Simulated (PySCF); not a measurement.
**How the method moves the gas-phase deprotonation enthalpies of hydrogen iodide**

Structure: `I` (HI). Non-hydrogen atoms are numbered in `[IH:1]`.

All levels share the PBE0-D3(BJ)/ma-def2-SVP structures and the PBE0-D3(BJ)/ma-def2-SVP thermal terms; only the single-point energies (PySCF) change. Values are gas-phase deprotonation enthalpies (298 K, kJ/mol).

```csv
level,I1,abs. error,time
BHandHLYP/ma-def2-TZVP,1308,6.7,0.67 s
TPSS/def2-SVPD (grid 1),1318,2.3,0.72 s
ωB97X-D3(BJ)/ma-def2-TZVP,1323,8.3,–
ATcT 1.112,1315,,
```

Times are wall times for all single points of a level on 1 thread of Arm Neoverse V2, a shared host; the dash marks the run that also made the structures. TPSS ran on a slower path of this set-up, which computes the density-fitting integrals anew in every SCF cycle while the other levels store them. So the times needn't show the usual order of cost, and those levels read slower than they are.

The spread: 15 kJ/mol, from 1308 to 1323.

Caveats: atoms past Kr carry effective core potentials.

---

Level of theory and proton affinities: `F[Si](F)(F)F` (F4Si)

Numbering: `[F:1][Si:2]([F:3])([F:4])[F:5]`

All levels share the PBE0-D3(BJ)/def2-SVP structures and the PBE0-D3(BJ)/def2-SVP thermal terms; only the single-point energies (PySCF) change. Values are proton affinities (298 K, kJ/mol).

Measured (NIST Chemistry WebBook): proton affinity (−ΔH) 503 kJ/mol.

```
                                             level   F1   time
HF/ma-def2-SVP (grid 2, conv 1e-10, max cycle 100)  470  3.7 s
                                   B3LYP/def2-TZVP  485   20 s
                            ωB97X-D3(BJ)/def2-TZVP  492      –
```

Times are wall times for all single points of a level on 1 thread of Intel Xeon Platinum 8259CL @ 2.50GHz, a shared host; the dash marks the run that also made the structures.

Hartree-Fock leaves out electron correlation, so its proton affinities can be off by tens of kJ/mol.

The spread: 22 kJ/mol, from 470 to 492.

---

**How the method moves the proton affinities of 2-butanol**

Structure: `CC[C@H](C)O` (C4H10O). Atom numbers as in the mapped SMILES `[CH3:1][CH2:2][C@H:3]([CH3:4])[OH:5]`.

All levels share the PBE0-D3(BJ)/def2-SVP structures and the PBE0-D3(BJ)/def2-SVP thermal terms; only the single-point energies (PySCF) change. Values are proton affinities (298 K, kJ/mol).

| level | O5 |
| --- | --- |
| ωB97X-D3(BJ)/def2-TZVP | 810 |
| BLYP/6-31G | 830 |

The spread: 20 kJ/mol, from 810 to 830.
